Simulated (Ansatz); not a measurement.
Coupled-cluster diagnostics for Be₄Se₃⁺, Ansatz.

Geometry of the doublet (B3LYP-D4/def2-SVP):

```xyz
7

Be   -0.9002    1.2088    0.5503
Be    1.5876    0.4139   -0.3739
Be    0.4953   -1.0982    1.1711
Be   -0.8332   -0.6405   -1.2125
Se   -2.2620    0.7429   -0.8654
Se    0.9091    0.9863    1.6041
Se    1.0033   -1.6132   -0.8735
```

Correlated methods freeze 27 core orbitals; core or outer-core shells of Se are correlated, in sets that lack core-valence functions. Another isomer (doublet) lies 0.64 eV lower at PBE0-D4/def2-TZVP; other spin states weren't run for this one.

**Question.** Estimate the CCSD(T) correlation energy, the shares of MP2 and (T), T1 and the reference's ⟨S²⟩ for: charge 1, doublet, own geometry in def2-SVP; and the rough time on 4 threads of Arm Neoverse V1 on a shared host.

**Answer.** 
| state | basis | correlation (eV) | MP2 share (%) | (T) share (%) | T1 | ⟨S²⟩ (pure) | wall time | remarks |
| --- | --- | --- | --- | --- | --- | --- | --- | --- |
| charge 1, doublet, own geometry | def2-SVP | -22.506 | 96.1 | 3.4 | 0.012 | 0.81 (0.75) | 2.2 min | flagged by the program |
Customary marks for T1 are 0.02 (closed shells), 0.045 (open shells) and about 0.05 (3d metals). T1 stays under 0.02 throughout.
